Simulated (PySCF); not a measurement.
Static response to an electric field

Compound: W(NMe)2Me2, C4H12N2W (singlet state).
Geometry (PBE0-D3(BJ)/def2-SVP, Å), atoms numbered from 1 in this order:
```
atom  x, y, z in Å
W1    -0.4607    0.0076   -0.3243
N2    -0.5329   -0.0858    1.4259
C3    -0.0728   -0.1469    2.7658
H4     0.9088    0.3441    2.8906
H5    -0.7844    0.3538    3.4453
H6     0.0276   -1.1924    3.1063
N7     1.1874    0.0697   -0.9189
C8     2.6048    0.0916   -0.8856
H9     3.0239   -0.8431   -1.2976
H10    2.9976    0.9245   -1.4945
H11    2.9963    0.2122    0.1404
C12   -1.3933    1.8342   -0.8990
H13   -1.3726    1.9244   -1.9999
H14   -0.9058    2.7296   -0.4822
H15   -2.4440    1.8362   -0.5578
C16   -1.3337   -1.7754   -1.0954
H17   -2.3805   -1.8556   -0.7516
H18   -0.8094   -2.6926   -0.7832
H19   -1.3192   -1.7428   -2.1996
```

Level: PBE0/def2-SVPD (PySCF), static field, nuclei fixed, core orbitals frozen in the response. The polarisability tensor in these axes (au):

```
x   122.69   0.52  -2.50
y     0.52 103.28  -1.13
z    -2.50  -1.13 124.44
```

Question: Diagonalise the tensor; give its mean and Δα, where Δα² is half the sum of the squared differences of the eigenvalues.

Answer: Principal values 103.21, 120.92 and 126.27 au; mean 116.80 au = 17.31 Å³ = 19.26 × 10⁻⁴⁰ C²·m²/J; Δα = 20.90 au (18 % of the mean).

Question: What is the dipole moment, and where does it point?

Answer: (0.71, -0.03, 0.50) D, 0.87 D in size, pointing from the negative to the positive side. Measured along this direction, the outermost atoms are H15, H13, H17 and H19 at the negative end and H11 and H4 at the positive end.

Question: Find the Langevin capture rate constant for H3+ (3.023 u) meeting this molecule (272.051 u), k = 2.342 × 10⁻⁹ cm³/s × √(α in Å³ / reduced mass in u).

Answer: The reduced mass is 2.99 u, so k = 5.63 × 10⁻⁹ cm³/s. The formula leaves out the permanent dipole, which adds to the capture rate.

Question: In a dilute gas of rigid molecules at 500 K, how does the orientational term μ²/3kT compare with the electronic polarisability?

Answer: In Gaussian units μ²/3kT = 3.66 Å³ against 17.31 Å³, a ratio of 0.21; the Debye molar polarisation (4π/3)N_A(α + μ²/3kT) is 52.9 cm³/mol, leaving out the vibrational part.

Question: What depolarisation ratio follows for Rayleigh scattering of linearly polarised light, taking the static tensor?

Answer: ρ = 3Δα²/(45ᾱ² + 4Δα²) = 1310.9/(613935 + 1747.8) = 0.00213.

Question: Refractivity n − 1 of an ideal gas of it at 400 K and 1 atm, from the electronic α?

Answer: N = p/kT = 1.8347 × 10¹⁹ cm⁻³, so n − 1 = 2π × N × 17.31 × 10⁻²⁴ cm³ = 1995 × 10⁻⁶ at long wavelengths, for an ideal gas.

Geometry: PBE0-D3(BJ)/def2-SVP; no solvent, vibrations or thermal averaging. Atoms past krypton carry effective core potentials; spin–orbit coupling is left out.
